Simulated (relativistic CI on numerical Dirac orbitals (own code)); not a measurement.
# What each ingredient does to the levels of Gd37+

Base calculation: Dirac-Coulomb-Breit CI, separate exchange-only KLI orbitals for each configuration, model QED, unscaled Slater integrals.

CI space (outside the closed core [Ne]): 3s2 3p6 3d9, 3s2 3p5 3d10, 3s 3p6 3d10, 3s2 3p6 3d8 4s, 3s2 3p6 3d8 4p, 3s2 3p6 3d8 4d, 3s2 3p4 3d10 4s, 3s2 3p4 3d10 4p, 3s2 3p5 3d9 4s, 3s2 3p6 3d8 4f, 3s2 3p4 3d10 4d, 3s2 3p5 3d9 4p, 3s 3p5 3d10 4s, 3s2 3p6 3d7 4s2, 3s 3p5 3d10 4p, 3s2 3p5 3d9 4d, 3s2 3p6 3d7 4s 4p, 3s 3p6 3d9 4s, 3s 3p5 3d10 4d, 3s2 3p6 3d8 5s, 3p6 3d10 4s, 3s2 3p6 3d7 4p2, 3s2 3p6 3d7 4s 4d, 3s2 3p6 3d8 5p, 3s2 3p5 3d9 4f, 3s 3p6 3d9 4p, 3p6 3d10 4p, 3s2 3p6 3d8 5d, 3s2 3p6 3d7 4p 4d, 3s2 3p5 3d8 4s2, 3s2 3p6 3d8 5f, 3p6 3d10 4d, 3s2 3p6 3d8 5g, 3s 3p6 3d9 4d, 3s2 3p5 3d8 4s 4p, 3s2 3p6 3d7 4d2. Levels of other configurations are missing.

Variants: (1) P86 correlation estimate; (2) QED terms removed; (3) configuration mixing switched off. Shifts of the energy above 3s2 3p6 3d9 2D_5/2, in eV, for the lowest level and the first level of each name with at least 55 % of one term (blank where a level changes its place among those of its configuration and J or its character, or is not in the variant):

| Level | Base | Δ(1) | Δ(2) | Δ(3) |
| --- | --- | --- | --- | --- |
| 3s2 3p6 3d9 2D_5/2 | 0.00 | 0.00 | 0.00 | 0.00 |
| 3s2 3p6 3d9 2D_3/2 | 32.49 | 0.00 | -0.09 | -0.01 |
| 3s2 3p5 3d10 2P°_3/2 | 345.57 | +0.23 | +0.27 | +0.21 |
| 3s2 3p5 3d10 2P°_1/2 | 496.29 | +0.23 | +0.07 | +0.44 |
| 3s 3p6 3d10 2S_1/2 | 683.85 | +0.39 | +2.40 | +0.93 |
| 3s2 3p6 3d8 4s 4F_9/2 | 1065.92 | +1.87 | -0.87 | -0.46 |
| 3s2 3p6 3d8 4s 2F_7/2 | 1068.42 | +1.87 | -0.86 | -0.49 |
| 3s2 3p6 3d8 4s 4F_7/2 | 1097.83 | +1.87 | -0.95 | -0.52 |
| 3s2 3p6 3d8 4s 4F_5/2 | 1098.33 | +1.87 | -0.95 | -0.49 |
| 3s2 3p6 3d8 4s 4P_3/2 | 1109.55 | +1.87 | -0.95 | +0.06 |
| 3s2 3p6 3d8 4s 2G_9/2 | 1110.83 | +1.87 | -0.95 | -0.48 |
| 3s2 3p6 3d8 4s 2G_7/2 | 1111.19 | +1.87 | -0.95 | -0.45 |
| 3s2 3p6 3d8 4s 2P_1/2 | 1111.21 | +1.87 | -0.95 | +0.02 |
| 3s2 3p6 3d8 4s 2S_1/2 | 1155.32 | +1.88 | -1.04 | +1.28 |

At this charge energies of transitions that change n are usually good to better than 1 %, and those within a shell (Δn = 0) to a few per cent.

Ionisation energy from the two ground configurations alone: base 2720.31 eV; P86 correlation estimate 2722.47 eV. The NIST ASD value (theoretical) is 2720 eV.

LS names give the leading component of a level, which can be under half, so a name can repeat, a term be missing and a line seem to break the LS rules.
